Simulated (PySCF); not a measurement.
## Computed structure and properties of [HgF3(NH3)]−

System: [HgF3(NH3)]− (singlet; a saddle point, relaxed within its symmetry); start: displaced along the imaginary mode (C3). Method: PySCF 2.14.0, RKS PBE0, Hg def2-SVP with ECP60, F def2-SVP, N def2-SVP, H def2-SVP; non-relativistic Hamiltonian with scalar-relativistic core potentials where named; density fitting; no spin-orbit coupling.

Input of the relaxation:

```python
mol = gto.M(atom='''
Hg     0.08476    -0.08476     0.08476
F      0.99794     1.57456     1.00646
F     -1.57456    -1.00646     0.99794
F      1.00646    -0.99794    -1.57456
N     -1.44992     1.44992    -1.44992
H     -1.86146     2.21501    -0.86716
H     -0.86716     1.86146    -2.21501
H     -2.21501     0.86716    -1.86146''',
    basis={'Hg': 'def2-SVP', 'F': 'def2-SVP', 'N': 'def2-SVP', 'H': 'def2-SVP'},
    ecp={'Hg': 'def2-SVP'},
    charge=-1, spin=0)
mf = dft.RKS(mol, xc='PBE0')
mf.grids.atom_grid = (50, 194)
mf = mf.density_fit()  # fitting sets: Hg def2-universal-JKFIT, F def2-universal-JKFIT, N def2-universal-JKFIT, H def2-universal-JKFIT
mf.conv_tol = 1e-08; mf.max_cycle = 55
mf.kernel(dm0)  # dm0: converged density of the start geometry
# quasi-Newton relaxation in Cartesian coordinates to a largest gradient under 0.00045 Eh/bohr, steps kept in the point group
```

Run from Python with OMP_NUM_THREADS=2; the lines above give its settings. Where DIIS fails, smearing, a level shift and second-order steps follow.
It took 61 s on 2 threads of Intel(R) Xeon(R) Processor @ 2.50GHz (Skylake/Cascade Lake), with other jobs on the host, from the converged density of the start.

Course of the relaxation:

```
step  energy above end (eV)  largest force component within the symmetry (eV/Å)
   0                 0.0694                                               0.883
   1                 0.0088                                               0.110
   2                 0.0061                                               0.043
   3                 0.0049                                               0.084
   4                 0.0034                                               0.064
   5                 0.0018                                               0.017
   6                 0.0002                                               0.088
   7                 0.0000                                               0.005
```

Relaxed geometry (C3):

```xyz
8

Hg    0.0761   -0.0761    0.0761
F     0.9253    1.5884    1.0509
F    -1.5884   -1.0509    0.9253
F     1.0509   -0.9253   -1.5884
N    -1.4412    1.4412   -1.4412
H    -1.6954    2.2792   -0.9270
H    -0.9270    1.6954   -2.2792
H    -2.2792    0.9270   -1.6954
```

```tsv
contact	Å
Hg1–F2 (F)	2.108
Hg1–F3 (F)	2.108
Hg1–F4 (F)	2.108
Hg1–N5 (NH3)	2.628
```

On the finer grid (75, 302):

The HOMO is -2.10 eV, the LUMO is 3.81 eV and the dipole about the centre of mass is 4.27 D. The set of Mulliken populations of Hg1 outside the core potential is s 2.70, p 6.57, d 10.06, f 0.01 and the D3(BJ) dispersion energy (not in the energies) is -0.111 eV.

```csv
atom,Mulliken (e),Löwdin (e),spin (e)
Hg1,0.65,0.29,0.00
F2,-0.59,-0.49,0.00
F3,-0.59,-0.49,0.00
F4,-0.59,-0.49,0.00
N5,-0.24,-0.03,0.00
H6,0.12,0.07,0.00
H7,0.12,0.07,0.00
H8,0.12,0.07,0.00
```

On the grid (50, 194), as all that follows. Harmonic modes: 3 unstable, so a saddle point once the symmetry is let go (counted below −25 cm⁻¹); lowest -82 cm⁻¹ (negative: unstable), highest 3699 cm⁻¹, zero-point energy 1.078 eV.

Taking off one F (charge -1, singlet; the rest: singlet) in vacuum, both parts rigid, costs 4.19 eV; the small basis without counterpoise inflates it.

Rigid scan of F along the line from its metal:

```json
{"distance to F2 (Å)": "1.81", "energy (eV)": "0.954"}
{"distance to F2 (Å)": "1.91", "energy (eV)": "0.350"}
{"distance to F2 (Å)": "2.01", "energy (eV)": "0.071"}
{"distance to F2 (Å)": "2.11", "energy (eV)": "0.000"}
{"distance to F2 (Å)": "2.21", "energy (eV)": "0.053"}
{"distance to F2 (Å)": "2.31", "energy (eV)": "0.181"}
{"distance to F2 (Å)": "2.51", "energy (eV)": "0.533"}
{"distance to F2 (Å)": "2.81", "energy (eV)": "1.088"}
{"distance to F2 (Å)": "3.21", "energy (eV)": "1.689"}
{"distance to F2 (Å)": "3.71", "energy (eV)": "2.217"}
```

Taking off one NH3 (charge 0, singlet; the rest: singlet) in vacuum, both parts rigid, costs 0.24 eV; the small basis without counterpoise inflates it.

Rigid scan of NH3 along the line from its metal:

| distance to N5 (Å) | energy (eV) |
| --- | --- |
| 2.33 | 0.142 |
| 2.43 | 0.053 |
| 2.53 | 0.011 |
| 2.63 | 0.000 |
| 2.73 | 0.008 |
| 2.83 | 0.028 |
| 3.03 | 0.084 |
| 3.33 | 0.169 |
| 3.73 | 0.252 |
| 4.23 | 0.312 |

One start shape was tried, so this needn't be the lowest isomer.
